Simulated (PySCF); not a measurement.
Br₄Sn (SMILES [Br][Sn]([Br])([Br])[Br]), singlet, at a GFN2-xTB geometry (such geometries of metal compounds can be far from the true shape) (all electrons, no relativity). Base run: PBE/STO-3G (PySCF).

PySCF was given this input:
```python
from pyscf import gto, scf, dft

mol = gto.M(
    atom='''
Br   -0.91186099    2.25519566   -0.77092607
Sn   -0.00000000    0.00000000    0.00000000
Br   -1.75646102   -1.80817005   -0.39634669
Br    0.55773232    0.11338300    2.48752968
Br    2.11058968   -0.56040861   -1.32025692
''',
    basis='sto-3g',
    verbose=4,
)

mf = dft.RKS(mol)
mf.xc = 'pbe'
mf.kernel()
```

Variants of this job, named by their change:

```csv
change,basis functions,E (Eh),HOMO (eV),HOMO-LUMO gap (eV)
base,99,-16147.20277,-4.36,3.98
basis = x2c-SVPall; relativity = none,164,-16127.99070,-7.68,4.41
basis = ANO-RCC-VDZP; relativity = none,151,-16061.82688,-7.85,3.84
basis = x2c-SVPall; relativity = spin-free X2C; nucleus = Gaussian (with nucmod='G'),164,-16597.40318,-7.38,2.47
basis = x2c-SVPall; relativity = spin-free X2C,164,-16597.59324,-7.38,2.47
basis = ANO-RCC-VDZP; relativity = spin-free X2C; nucleus = Gaussian (with nucmod='G'),151,-16599.75165,-7.61,2.40
basis = ANO-RCC-VDZP; relativity = spin-free X2C,151,-16600.00453,-7.61,2.40
```

Total energies compare only within one method and basis.

Basis sets contracted for a relativistic Hamiltonian are a mismatch without it, so the rows without relativity aren't non-relativistic limits. No row has spin-orbit coupling; sets with core potentials leave out the core electrons.
